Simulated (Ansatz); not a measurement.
Geometry optimisation, UHF/def2-SVP in Ansatz.

The input (input.yaml):

```yaml
crystal:
  periodic: [false, false, false]
  atoms:
    - { symbol: In, position_ang: [-1.56419, -1.194687, -1.793341] }
    - { symbol: F, position_ang: [0.333003, -1.596822, -1.271069] }
    - { symbol: O, position_ang: [-0.080309, 0.992019, -0.541172] }
    - { symbol: C, position_ang: [0.254589, 0.489367, 0.654739] }
    - { symbol: H, position_ang: [0.673407, 0.438061, -0.57575] }
    - { symbol: Cl, position_ang: [-1.207866, 0.195865, 1.695269] }
    - { symbol: H, position_ang: [0.71676, -0.494726, 0.596889] }
    - { symbol: H, position_ang: [0.874704, 1.170723, 1.234435] }
magnetization:
  spin_polarized: true
basis:
  gaussian: { orbitals: def2-SVP }
hamiltonian:
  xc: hf
relax:
  f_tol: 0.03
  max_steps: 50
```

Run as:

```bash
$ ansatz run input.yaml --threads 2 --pin off --max-ram 3072MiB --backend cpu --events-out ev --progress --plain --runs-dir out
```

Where does it end, and by what steps?

The run converged. After 16 steps the energy has fallen by 2.412 eV; O3 moved furthest, 0.76 Å.

| step | energy less start (eV) | largest force component (eV/Å) | accepted |
| --- | --- | --- | --- |
| 0 | 0.0000 | 6.690 | yes |
| 1 | -1.0151 | 4.270 | yes |
| 2 | -1.7635 | 2.416 | yes |
| 3 | -1.8656 | 2.103 | yes |
| 4 | -2.0407 | 1.543 | yes |
| 5 | -2.1455 | 0.987 | yes |
| 6 | -2.2714 | 0.875 | yes |
| 7 | -2.3460 | 0.975 | yes |
| 8 | -2.3259 | 1.078 | no |
| 9 | -2.3863 | 0.809 | yes |
| 10 | -2.3999 | 0.418 | yes |
| 11 | -2.4054 | 0.184 | yes |
| 12 | -2.4099 | 0.089 | yes |
| 13 | -2.4113 | 0.071 | yes |
| 14 | -2.4117 | 0.041 | yes |
| 15 | -2.4118 | 0.042 | yes |
| 16 | -2.4119 | 0.019 | yes |

```xyz
8
Properties=species:S:1:pos:R:3
In -1.921 -1.718 -1.512
F 0.045 -1.151 -1.640
O 0.665 1.030 -0.383
C 0.436 0.533 0.827
H 0.600 0.319 -1.028
Cl -1.383 0.152 1.112
H 0.907 -0.425 1.025
H 0.652 1.260 1.599
```

Run time: 40 s on 2 threads of Intel(R) Xeon(R) Platinum 8488C (Sapphire Rapids), on a shared host, peak memory 0.33 GiB.
